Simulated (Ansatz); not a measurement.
**Torsion profile**

C$_{2}$H$_{6}$SSi (SMILES C=CS[SiH3]), closed shell, at its PBE0-D4/def2-TZVP minimum:

```xyz
10
angstrom
C -0.1956 2.1948 0.2813
C -0.2263 0.8802 0.4522
S -1.0589 -0.2106 -0.6516
Si 0.2213 -1.9105 -0.4894
H -0.6346 2.6713 -0.5875
H 0.2681 2.8314 1.0256
H 0.2180 0.4217 1.3312
H -0.4800 -3.0123 -1.1911
H 0.4228 -2.2452 0.9451
H 1.5482 -1.6720 -1.1128
```

The dihedral angle C2–S3–Si4–H8 (170.5° at the minimum) is set to the values below, the two halves turning rigidly about the central bond. Each method's energies count from its own value at the PBE0-D4 minimum structure. Ansatz 0.2.0; basis: def2-TZVPP; cores frozen in the correlated methods. B3LYP uses VWN-RPA correlation.

CCSD(T) energies along the scan:
```
dihedral angle (°)  CCSD(T) (eV)
            -177.8        0.0060
            -162.8        0.0304
            -147.8        0.0618
            -132.8        0.0848
            -117.8        0.0887
            -102.8        0.0734
             -87.8        0.0495
             -72.8        0.0313
```
They count from the CCSD(T) energy at the PBE0-D4 minimum.

Largest difference from the CCSD(T) curve over the scan: PBE-D4 0.0065; PBE0-D4 0.0052; B3LYP-D4 0.0021 eV. Each curve counts from its own value at the minimum.

No T1 diagnostic of these runs exceeds 0.013.

For scale, one of the runs: CCSD(T)/def2-TZVPP, 230 basis functions (an equivalent command: `ansatz run in.yaml --threads 4`). Time: 64 s of wall clock on 4 CPU threads; the host was shared. Peak host memory: 3.7 GiB.
